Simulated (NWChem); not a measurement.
C2H3FO2Si; SMILES O[Si@]1(F)C=CO1

```xyz
9

O     -1.2389    -1.4248    -0.0300
Si    -0.0057    -0.3594     0.0839
F      1.3090    -1.2740    -0.0015
C     -0.0057     1.1445     1.1179
C      0.0254     1.7747    -0.0774
O      0.0226     0.8824    -1.1215
H     -2.1347    -1.0805     0.0317
H     -0.0043     1.5648     2.1195
H      0.0508     2.8381    -0.3442
```
Atoms are numbered in this order, from 1.

Results from NWChem. Pople sets run with spherical d functions. Medium grid unless said otherwise, to which SCAN and Minnesota functionals are sensitive. Structure relaxed at the PBE0/def2-SVP level. Hybrids' shares of exact exchange are those that their runs print; pure functionals count as 0. The functionals differ in more than this share.

| row | share of exact exchange | orbital gap (eV) |
|---|---|---|
| PBE/6-31G* | 0.00 | 4.45 |
| LDA (Slater exchange, PW92)/6-31G* | 0.00 | 4.38 |
| TPSSh/6-31G* | 0.10 | withheld |
| B3LYP/6-31G* | 0.20 | 6.29 |
| B3PW91/6-31G* | 0.20 | 6.34 |
| BHandHLYP/6-31G* | 0.50 | 9.07 |
| M05-2X/6-31G* | 0.56 | 9.24 |

Question: Fit a straight line of the last column on the one before it, predict the withheld value, and compare with the run.

Answer: 
1. Means of the 6 shown rows: x = 0.243, y = 6.628. Slope Σ(x − x̄)(y − ȳ)/Σ(x − x̄)² = 2.558/0.2883 = 8.872; intercept 4.469.
2. The shown rows scatter about the line by 0.120 (root mean square); the largest residual is -0.20, at M05-2X/6-31G*.
3. At x = 0.10 (TPSSh/6-31G*; inside the shown range) the line gives 5.36.
4. The run gives 5.57, +0.21 from the line, 1.8 times the scatter.
